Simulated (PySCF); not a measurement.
C₃H₄F₂O, SMILES C(=C/F)(/F)OC.

Geometry optimised at PBE0-D3(BJ)/def2-SVP. The values are those of a single conformer.

All values below come from SMD-B3LYP/def2-SVP (PySCF).

Solvation free energies are E(SMD) − E(gas) at the gas-phase geometry, for 1 M in both phases. In vacuum the dipole moment is 2.55 D.

```
solvent    ΔG(solv) (kcal/mol)  its non-electrostatic (CDS) part  dipole (D)
---------  -------------------  --------------------------------  ----------
water                      0.8                               5.4        3.06
methanol                  -1.6                               2.9        3.04
1-octanol                 -1.0                               2.9        3.00
```
